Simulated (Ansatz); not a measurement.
Reaction (redistribution): `CC[SiH2]PO` + `[OH][Cd][F]` → `O[SiH2]PO` + `C[CH2][Cd][F]`

Isolated molecules relaxed with PBE0-D4/def2-TZVP in Ansatz; ΔE leaves out vibrations. CBS: MP2 limit from def2 TZ/QZ plus the TZ coupled-cluster correction, frozen cores. Functionals use def2-TZVPP. def2 core potentials past Kr. For Cd outer-core shells are correlated without core-valence functions, which leaves a few kJ/mol of doubt a bond. One conformer a species, not always the lowest.

```tsv
level	ΔE (eV)
B2PLYP	-0.88
CCSD/CBS(def2)	-0.80
```

(1) What does CCSD(T)/CBS give? (Best estimate.)

Largest T1 diagnostic among the species: 0.017.

Answers

(1) The calculation gave: -0.80 eV. The listed levels differ from it by -0.08, 0.00 eV.

The D4 term adds +0.05 eV with B3LYP and +0.03 eV with PBE0; it sums over pairs of atoms, weighted by their polarisabilities, and B3LYP, whose exchange is more repulsive, gets the larger term.

B3LYP here is the variant with VWN-RPA as its local correlation; programs differ in this.
